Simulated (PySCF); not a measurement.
**How the method changes the constants of TmF**

State: triplet, about 12.6 electrons in the 4f shell (Mulliken), real f orbitals that mix terms. Set-up: Tm x2c-SVPall, F x2c-SVPall; spin-free X2C with a Gaussian nucleus (PySCF 2.14). De refers to Tm (4f13 6s2) + F in their high-spin ground configurations, without counterpoise correction. The functionals are run spin-unrestricted. A positive dipole means Tm(−)F(+). Levels whose curve was spin-contaminated or gave no clean fit are not listed.

```json
{"Level": "UHF", "Re (Å)": "2.020", "ωe (cm⁻¹)": "549", "De (eV)": "n/a", "μ (D)": "-3.80", "CPU s a point (SCF and correlation, without the integrals)": "3.1"}
{"Level": "UHF-MP2", "Re (Å)": "1.967", "ωe (cm⁻¹)": "595", "De (eV)": "n/a", "μ (D)": "n/a", "CPU s a point (SCF and correlation, without the integrals)": "5.2"}
{"Level": "UHF-SCS-MP2", "Re (Å)": "1.979", "ωe (cm⁻¹)": "586", "De (eV)": "n/a", "μ (D)": "n/a", "CPU s a point (SCF and correlation, without the integrals)": "n/a"}
{"Level": "r²SCAN", "Re (Å)": "1.956", "ωe (cm⁻¹)": "579", "De (eV)": "5.98", "μ (D)": "-2.77", "CPU s a point (SCF and correlation, without the integrals)": "20"}
{"Level": "PBE0", "Re (Å)": "1.966", "ωe (cm⁻¹)": "557", "De (eV)": "5.26", "μ (D)": "-3.00", "CPU s a point (SCF and correlation, without the integrals)": "8.3"}
```

**Question.** What does second-order correlation do here, going from UHF to UHF-MP2?

**Answer.** UHF-MP2 less UHF: -5.3 pm in Re, +8.4 % in ωe. Correlation nearly always deepens the well. The bond shortens, as in weak, metallic or heavy-atom bonds, where dispersion and the correlation of outer-core electrons pull the atoms together.

Correlated steps freeze 19 core orbitals. These are scalar-relativistic numbers at best; spin–orbit coupling would shift them, the dissociation energy most. With d or f electrons several states lie close, and the lowest PBE0 determinant need not be the measured ground state.

The whole job (state search and all levels along the bond) took about 13 min on 2 threads of Arm Neoverse V2 (shared host), peak memory 3.1 GiB.
